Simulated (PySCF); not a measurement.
# Radial density of La (lanthanum, neutral)

UHF, [Xe] 5d1 6s1 7s1, high-spin 4D determinant (an excited configuration). Computed with PySCF 2.14 in x2c-TZVPPall with one added diffuse shell each of s, p, d type (12s8p8d3f1g, 106 functions), with the spin-free X2C one-electron Hamiltonian (Gaussian nucleus).

```json
{"r (bohr)": "0.0284", "4πr²ρ (e/bohr)": "66.67", "4πr²(ρα − ρβ)": "-0.0018"}
{"r (bohr)": "0.0477", "4πr²ρ (e/bohr)": "75.40", "4πr²(ρα − ρβ)": "0.0000"}
{"r (bohr)": "0.0802", "4πr²ρ (e/bohr)": "97.81", "4πr²(ρα − ρβ)": "0.0134"}
{"r (bohr)": "0.135", "4πr²ρ (e/bohr)": "71.73", "4πr²(ρα − ρβ)": "0.0299"}
{"r (bohr)": "0.227", "4πr²ρ (e/bohr)": "84.12", "4πr²(ρα − ρβ)": "0.0237"}
{"r (bohr)": "0.382", "4πr²ρ (e/bohr)": "34.48", "4πr²(ρα − ρβ)": "0.0220"}
{"r (bohr)": "0.642", "4πr²ρ (e/bohr)": "34.38", "4πr²(ρα − ρβ)": "0.0767"}
{"r (bohr)": "1.08", "4πr²ρ (e/bohr)": "11.52", "4πr²(ρα − ρβ)": "0.0490"}
{"r (bohr)": "1.82", "4πr²ρ (e/bohr)": "5.959", "4πr²(ρα − ρβ)": "0.3452"}
{"r (bohr)": "3.06", "4πr²ρ (e/bohr)": "1.169", "4πr²(ρα − ρβ)": "0.6069"}
{"r (bohr)": "5.14", "4πr²ρ (e/bohr)": "0.2545", "4πr²(ρα − ρβ)": "0.2515"}
{"r (bohr)": "8.65", "4πr²ρ (e/bohr)": "0.1142", "4πr²(ρα − ρβ)": "0.1142"}
{"r (bohr)": "14.5", "4πr²ρ (e/bohr)": "0.06211", "4πr²(ρα − ρβ)": "0.0621"}
{"r (bohr)": "24.5", "4πr²ρ (e/bohr)": "0.0003252", "4πr²(ρα − ρβ)": "0.0003"}
```

Densities and radii are taken from the X2C orbitals without a picture-change correction, which distorts them close to the nucleus.

Spin-orbit coupling, absent here, splits the open shell strongly. The outer electron is Rydberg-like, and this basis confines it to a smaller radius and binds it less than a complete one would.
